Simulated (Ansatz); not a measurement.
Redistribution: C2H4F2 + C2H5I → C2H3F2I + C2H6

Species: C2H4F2 (1,2-difluoroethane) `FCCF`, singlet; C2H5I (iodoethane) `CCI`, singlet; C2H3F2I `FCC(F)I`, singlet; C2H6 (ethane) `CC`, singlet. The partners trade H for I; both sit on C, so the bond types are kept.

Shapes, held fixed at every level: PBE0-D4/def2-TZVP. Flexible molecules stand in one conformer, not always the lowest. Programs: Ansatz 0.2.0. The zero-point and thermal change to 298 K, harmonic and unscaled (PBE0-D4/def2-TZVP), is -1.8 kJ/mol.

Estimate ΔH(298 K) of this reaction.

The highest level, CCSD(T)/def2-TZVPP, gives ΔH(298 K) = +5.5 kJ/mol; the levels span -1.2 to +16.5. They disagree on the sign: 6 of 7 are positive. The column of differences is taken from that level and isn't an error. No measured value is set beside it here. For atoms past krypton def2 sets carry core potentials with scalar relativity. Outer-core shells of I are correlated, in sets that cover them unevenly. Times are processor times on shared x86 and Arm servers, and rough.

```
               level                    kind  ΔH(298 K) (kJ/mol)  less CCSD(T)/def2-TZVPP  CPU time (sum over the molecules)
       HF/def2-TZVPP            Hartree–Fock               +16.5                    +11.0                                  –
r2SCAN-D4/def2-TZVPP                meta-GGA                -1.2                     -6.7                               31 s
 BHLYP-D4/def2-TZVPP           global hybrid                +8.0                     +2.5                               23 s
  PBE0-D4/def2-TZVPP           global hybrid                +3.1                     -2.4                               21 s
  wB97M-V/def2-TZVPP  range-separated hybrid                +3.5                     -2.0                               73 s
     CCSD/def2-TZVPP   coupled cluster or CI                +7.8                     +2.3                                  –
  CCSD(T)/def2-TZVPP   coupled cluster or CI                +5.5                      0.0                             13 min
```
